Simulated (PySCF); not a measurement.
Functional dependence of a UV spectrum

n-propyl bromide, C₃H₇Br.
InChI=1S/C3H7Br/c1-2-3-4/h2-3H2,1H3

Linear-response calculations in the def2-SVPD basis (PySCF; singlets by full response, triplets Tamm–Dancoff, core orbitals frozen in the response; HF means time-dependent Hartree–Fock). 'Strongest' is the level of largest summed f among the singlets computed (10 roots, of which the last may lack a degenerate partner); it can jump between rows when another state enters that window. S1 is the lowest singlet of each run and needn't be the same state throughout; f(S1) is that of one state. One conformer (not necessarily the lowest) at the PBE0-D3(BJ)/def2-SVP geometry, without solvent, vibrations or thermal averaging. Relativistic effects, spin–orbit coupling among them, are left out although an element past zinc is present.

```
functional                               kind  S1 (eV)  f(S1)  strongest (eV)  T1 (eV)  HOMO (eV)  gap (eV)  ionisation energy, ΔSCF (eV)
       LDA                                LDA     5.76  0.001            7.34     5.25      -6.68      5.45                         10.32
       PBE                                GGA     5.77  0.000            7.40     5.22      -6.56      5.50                         10.03
     B3LYP  global hybrid, 20% exact exchange     6.03  0.001            8.02     5.45      -7.59      7.19                         10.28
      PBE0  global hybrid, 25% exact exchange     6.18  0.001            8.31     5.53      -7.85      7.72                         10.27
 BHandHLYP  global hybrid, 50% exact exchange     6.43  0.000            8.68     5.78      -8.99      9.64                         10.28
 CAM-B3LYP             range-separated hybrid     6.20  0.001            8.48     5.57      -9.20      9.95                         10.40
   LC-wPBE             range-separated hybrid     6.41  0.000            9.13     5.70     -10.62     12.44                         10.44
        HF                       Hartree–Fock     7.03  0.000            9.36     6.23     -10.81     13.09                   not settled
```

Question: What does wB97X-D (range-separated hybrid) give?

Answer: S1 (eV) 6.27, f(S1) 0.001, strongest (eV) 8.69, T1 (eV) 5.66, HOMO (eV) -9.75, gap (eV) 11.29, ionisation energy, ΔSCF (eV) 10.35. S1 runs from 5.76 eV (LDA) to 7.03 eV (HF), a spread of 1.27 eV, while the orbital gap spreads over 7.6 eV. Along PBE (0%), B3LYP (20%), PBE0 (25%), BHandHLYP (50%), HF (100%) S1 rises with the share of exact exchange. −ε(HOMO) comes closest to its own ΔSCF ionisation energy with LC-wPBE (+0.18 eV) and misses most with LDA (-3.64 eV). 'Not settled' means that the ion's SCF failed to converge or may have ended in another state than the lowest.
